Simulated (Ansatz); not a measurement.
The lowest singlet and triplet of C4H4 (SMILES C1=CC=C1); geometries from B3LYP-D3(BJ)/def2-TZVP, each state relaxed from the structure named, with no frequency check.
Singlet (charge 0, multiplicity 1):
```xyz
8

C      1.0215    -0.1397     0.0194
C      0.3074     0.9791     0.1012
C     -1.0215     0.1397    -0.0194
C     -0.3074    -0.9791    -0.1012
H      2.0744    -0.3774     0.0307
H      0.5391     2.0281     0.2065
H     -2.0744     0.3774    -0.0307
H     -0.5391    -2.0281    -0.2065
```

A positive gap puts the triplet lower; no zero-point energy. R- takes a restricted singlet. U- takes an unrestricted singlet (broken symmetry where lower, unprojected). The triplet is unrestricted in single-reference levels. Active spaces average the two states.

Cores are frozen in the correlated methods.

Run with Ansatz (a program for electronic structure) with Gaussian orbitals. Each number belongs to the level named beside it.

| level | gap E(singlet) − E(triplet), vertical, at the singlet's geometry (eV) |
|---|---|
| R-r2SCAN/def2-TZVPP | ___ |
| U-B3LYP/def2-TZVPP | -1.376 |
| U-BHLYP/def2-TZVPP (spin-contaminated) | -1.368 |
| U-wB97M-V/def2-TZVPP | -1.619 |
| R-SCS-MP2/cc-pVTZ | -1.761 |
| R-CCSD/cc-pVTZ | -1.636 |
| R-CCSD(T)/cc-pVDZ | -1.703 |
| R-CCSD(T)/cc-pVTZ | -1.675 |
| FIC-MRCISD+Q on SA-CASSCF(4,4)/cc-pVDZ | -1.776 |

What belongs in the gaps?


- R-r2SCAN/def2-TZVPP, gap E(singlet) − E(triplet), vertical, at the singlet's geometry (eV): -1.087

Doubts at one or more of the structures used: a restricted determinant that unrestricted orbitals would lower (R-r2SCAN/def2-TZVPP, R-SCS-MP2/cc-pVTZ, R-CCSD/cc-pVTZ, R-CCSD(T)/cc-pVDZ, R-CCSD(T)/cc-pVTZ).
